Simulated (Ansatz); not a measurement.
`N[SiH]([SiH3])[SnH3]` + H₂S → `N[SiH]([SiH3])S` + `[SnH4]` at 298.15 K and 1 bar (cleavage of the Si–Sn bond).

Gas-phase electronic energies from Ansatz, PBE0-D4/def2-TZVP geometries. CCSD(T)/CBS adds triple-zeta CCSD(T) − MP2 to the extrapolated MP2 energy (def2 sets, frozen cores). This one scheme is used for every species. def2 core potentials past Kr. For Sn outer-core shells are correlated without core-valence functions, which leaves a few kJ/mol of doubt a bond. Each species was taken in one conformer, which may not be the lowest.

```csv
species,CCSD(T)/CBS energy (Eh),H − E (kJ/mol),S (J/(mol·K))
`N[SiH]([SiH3])[SnH3]`,-852.30422,238.6,419.8
H₂S,-398.97279,49.9,205.7
`N[SiH]([SiH3])S`,-1034.89919,207.0,375.0
`[SnH4]`,-216.39156,79.6,228.5
```

H − E and S are ideal-gas, rigid-rotor, harmonic terms from PBE0-D4/def2-TZVP, for one conformer and one mirror image of each species. 1 Eh = 2625.50 kJ/mol, R = 8.31446 J/(mol·K).

Question: By hand: ΔE, ΔH, ΔS and ΔG.

Answer: ΔE = (-1034.89919) + (-216.39156) − (-852.30422) − (-398.97279) = -0.01374 Eh = -36.1 kJ/mol. Δ(H − E) = 207.0 + 79.6 − 238.6 − 49.9 = -1.9, so ΔH = -38.0 kJ/mol. ΔS = 375.0 + 228.5 − 419.8 − 205.7 = -22.0 J/(mol·K). ΔG = -38.0 − 298.15 × (-22.0)/1000 = -31.4 kJ/mol.

Question: By hand: the equilibrium constant, and the temperature at which ΔG would vanish if ΔH and ΔS stayed fixed.

Answer: log₁₀ K = −ΔG/(RT ln 10) = 5.5. ΔG = 0 at ΔH/ΔS = 1727 K.

ΔH outweighs TΔS. A doubt of 5 kJ/mol in ΔE shifts log₁₀ K by 0.9 here. Other conformers and mirror images would add mixing entropy, several J/(mol·K) or more a flexible species. Modes under 60 cm⁻¹, often nearly free rotors, make the harmonic entropy too high. These are equilibria of isolated gas molecules and say nothing of rates. Largest T1 diagnostic: 0.013 (customary marks: 0.02 for closed shells, 0.045 for open ones).
